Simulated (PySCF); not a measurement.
C₂H₆AlF, charge +1, multiplicity 2. Atoms are numbered in the order given.

```xyz
10

Al    -0.0995     0.0772    -0.1387
C      1.8253    -0.2588    -0.5452
H      2.1145    -1.2750    -0.2485
H      2.3911     0.5218    -0.0150
H      1.7841    -0.1094    -1.6400
C     -0.4762    -0.5892     1.7542
H     -1.2171    -1.3674     1.5028
H     -0.8996     0.3505     2.1500
H      0.4211    -0.9500     2.2679
F     -1.2661     0.7682    -1.0520
```
Charge +1, spin multiplicity 2.

Geometry: PBE0-D3(BJ)/def2-SVP. The spin state was assumed, not searched. The isomer is the one that the SMILES or the coordinates give; other isomers of the formula were not compared.

Computed with IEF-PCM-ωB97X/def2-SVP in PySCF.

The values are the electrostatic part of the solvation free energy, E(continuum) − E(gas) at the gas-phase geometry, in a cavity of scaled van der Waals radii (PySCF's table); cavitation and dispersion terms are not included. A continuum can't describe solvent molecules that bind to the metal.

| solvent | ε | ΔG(elec) (kcal/mol) |
|---|---|---|
| water | 78.36 | -68.0 |
| dichloromethane | 8.93 | … |
| acetone | 20.49 | -65.3 |

Task: Complete the blanks. (An estimate is asked for; the answer gives what the named calculation found.)

Result: 
- dichloromethane, ΔG(elec) (kcal/mol): -60.6
